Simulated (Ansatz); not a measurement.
`CCCCCCCCCCCCCCCCCCS`, relaxed as a singlet with RKS PBE-D4/def2-SVP in Ansatz, starting from the GFN2-xTB geometry. Force threshold 0.03 eV/Å.

Single mean-field runs in def2-SVP are fitted with def2-universal-jkfit.

Start:

Cartesian coordinates in Å:
```
C 8.228 -1.941 4.442
C 6.812 -2.100 3.902
C 6.647 -1.403 2.553
C 5.284 -1.637 1.900
C 4.136 -0.969 2.655
C 2.771 -1.207 2.008
C 2.602 -0.515 0.657
C 1.183 -0.673 0.115
C 1.013 0.018 -1.236
C -0.353 -0.220 -1.881
C -1.501 0.452 -1.130
C -2.870 0.212 -1.771
C -3.031 0.893 -3.130
C -4.442 0.749 -3.719
C -5.345 1.966 -3.507
C -5.686 2.294 -2.054
C -6.541 1.220 -1.385
C -6.829 1.520 0.079
S -7.969 2.928 0.330
H 8.329 -2.434 5.406
H 8.471 -0.888 4.568
H 8.951 -2.378 3.756
H 6.584 -3.162 3.788
H 6.108 -1.683 4.624
H 7.424 -1.771 1.878
H 6.805 -0.329 2.680
H 5.096 -2.712 1.833
H 5.322 -1.242 0.883
H 4.325 0.106 2.717
H 4.103 -1.360 3.673
H 1.998 -0.836 2.686
H 2.613 -2.282 1.887
H 2.832 0.547 0.766
H 3.305 -0.937 -0.064
H 0.956 -1.737 0.008
H 0.480 -0.253 0.837
H 1.785 -0.352 -1.915
H 1.170 1.093 -1.113
H -0.318 0.169 -2.901
H -0.542 -1.294 -1.942
H -1.313 1.528 -1.075
H -1.532 0.067 -0.109
H -3.634 0.582 -1.086
H -3.027 -0.863 -1.888
H -2.318 0.446 -3.825
H -2.777 1.951 -3.039
H -4.917 -0.143 -3.309
H -4.360 0.598 -4.797
H -4.858 2.838 -3.951
H -6.278 1.803 -4.054
H -4.766 2.442 -1.484
H -6.238 3.238 -2.046
H -6.027 0.258 -1.427
H -7.487 1.118 -1.923
H -5.914 1.731 0.632
H -7.339 0.678 0.548
H -7.119 3.878 -0.050
```

(1) Estimate the energy that the relaxation releases and the steps that it takes.

(2) Does the start keep its bonding?

(3) Predict the relaxed structure.

## Answers

(1) 36.2 kJ/mol, in 7 steps; 18 s on 2 threads of AMD EPYC 7R13 on a shared host and a share (18 GiB) of an NVIDIA H100 80GB HBM3. The force fell under the threshold at step 4, but the optimiser went on and released 0.003 eV more. No frequencies were taken in this run, so the end may be a saddle point.

(2) By distances, no bond broke or formed. The bond that changes most is S19–H57, from 1.33 to 1.36 Å (atoms count from 1).

(3) 
Cartesian coordinates in Å:
```
C 8.295 -1.944 4.506
C 6.889 -2.125 3.933
C 6.699 -1.446 2.571
C 5.319 -1.645 1.930
C 4.160 -0.986 2.688
C 2.779 -1.186 2.048
C 2.595 -0.515 0.683
C 1.190 -0.686 0.099
C 1.013 -0.026 -1.272
C -0.372 -0.208 -1.909
C -1.511 0.507 -1.171
C -2.904 0.318 -1.788
C -3.063 0.887 -3.206
C -4.478 0.780 -3.807
C -5.413 1.973 -3.544
C -5.764 2.288 -2.083
C -6.552 1.189 -1.366
C -6.865 1.493 0.100
S -7.950 2.950 0.396
H 8.409 -2.447 5.487
H 8.535 -0.870 4.652
H 9.066 -2.361 3.825
H 6.663 -3.211 3.830
H 6.144 -1.732 4.658
H 7.479 -1.827 1.874
H 6.902 -0.355 2.676
H 5.114 -2.736 1.830
H 5.352 -1.250 0.892
H 4.364 0.105 2.788
H 4.127 -1.380 3.727
H 2.000 -0.800 2.742
H 2.576 -2.277 1.949
H 2.824 0.572 0.775
H 3.337 -0.915 -0.043
H 0.957 -1.772 0.014
H 0.447 -0.278 0.820
H 1.784 -0.432 -1.964
H 1.235 1.063 -1.186
H -0.328 0.156 -2.958
H -0.607 -1.295 -1.977
H -1.279 1.596 -1.117
H -1.545 0.157 -0.117
H -3.653 0.781 -1.111
H -3.153 -0.768 -1.809
H -2.351 0.361 -3.877
H -2.738 1.954 -3.215
H -4.952 -0.167 -3.464
H -4.392 0.674 -4.909
H -4.953 2.880 -3.995
H -6.360 1.809 -4.105
H -4.838 2.519 -1.510
H -6.370 3.220 -2.062
H -5.983 0.233 -1.392
H -7.502 1.001 -1.912
H -5.935 1.616 0.693
H -7.424 0.652 0.559
H -7.019 3.907 0.125
```
Bond lengths: 17 × C–C 1.53 to 1.54 Å; 1 × C–S 1.84 Å; 37 × C–H 1.11 to 1.12 Å; 1 × H–S 1.36 Å.
